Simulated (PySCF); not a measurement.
**Fractional electron number in Cr²⁺ (chromium, charge +2)**

The 3d alpha orbital of [Ar] 3d4 is emptied in steps (occupation f), with all orbitals relaxed, ending at [Ar] 3d3. Computed with PySCF 2.14 in aug-cc-pVTZ-DK, with the spin-free X2C one-electron Hamiltonian (Gaussian nucleus). The exact energy is a straight line in f; departures are measured from the line between the end points of the same method.

| f | UHF (eV) | LDA (eV) | PBE (eV) |
| --- | --- | --- | --- |
| 1 | 0.000 | 0.000 | 0.000 |
| 0.75 | 0.376 | -1.508 | -1.469 |
| 0.5 | 0.481 | -2.036 | -1.981 |
| 0.25 | 0.347 | -1.545 | -1.500 |
| 0 | 0.000 | 0.000 | 0.000 |

| method | E(f=0) − E(f=1) (eV) | −ε at f=1 (eV) | −ε at f=0.5 (eV) |
| --- | --- | --- | --- |
| UHF | 29.679 | 31.769 | 29.603 |
| LDA | 31.920 | 23.987 | 31.820 |
| PBE | 31.495 | 23.751 | 31.414 |

Orbital energy along the path (eV):

| f | UHF | LDA | PBE |
| --- | --- | --- | --- |
| 1 | -31.769 | -23.987 | -23.751 |
| 0.75 | -30.618 | -27.820 | -27.510 |
| 0.5 | -29.603 | -31.820 | -31.414 |
| 0.25 | -28.702 | -35.970 | -35.440 |
| 0 | -27.895 | -40.252 | -39.562 |

Reference removal energy between the ground levels: 30.959 ± 0.025 eV (measured; NIST Atomic Spectra Database, ionization energies). The calculation has no spin-orbit coupling. The determinant left behind need not be the lowest term of the ion. UHF lacks correlation.
